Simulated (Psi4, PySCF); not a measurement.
Here is a job for Psi4.
```
memory 2 GB

molecule mol {
1 2
Al   -0.067417    0.043178   -0.064645
C     1.854826   -0.187101   -0.676458
H     2.105596   -1.249915   -0.638556
H     2.501818    0.391608   -0.012752
H     1.873977    0.200062   -1.702762
C    -0.670872   -0.547591    1.781208
H    -1.394086   -1.356043    1.630716
H    -1.163713    0.320572    2.232726
H     0.197162   -0.876264    2.355430
F    -1.149785    0.712979   -1.072547
}

set {
  basis sto-3g
  reference uhf
  freeze_core true
  mp2_type conv
  scf_type pk
  puream true
  d_convergence 1e-8
}

energy('ccsd(t)')
print_variables()
```

### Question
Give the equivalent PySCF input.

### Answer
This is not unique; one that fits is 
```python
from pyscf import gto, scf, cc

mol = gto.Mole()
mol.atom = '''
    Al   -0.06741653    0.04317842   -0.06464490
    C     1.85482616   -0.18710113   -0.67645760
    H     2.10559574   -1.24991540   -0.63855570
    H     2.50181800    0.39160797   -0.01275179
    H     1.87397695    0.20006243   -1.70276199
    C    -0.67087180   -0.54759081    1.78120824
    H    -1.39408602   -1.35604266    1.63071577
    H    -1.16371343    0.32057187    2.23272607
    H     0.19716197   -0.87626400    2.35543033
    F    -1.14978493    0.71297911   -1.07254696
'''
mol.basis = 'sto-3g'
mol.charge = 1
mol.spin = 1
mol.verbose = 4
mol.build()

mf = scf.UHF(mol)
mf.kernel()

mycc = cc.CCSD(mf, frozen=8)
mycc.kernel()
et = mycc.ccsd_t()
print('E(CCSD(T)) = %.10f' % (mycc.e_tot + et))
```

Both were run: Psi4 gave -415.390346 Eh and PySCF -415.390346 Eh, 0.000 mEh apart.
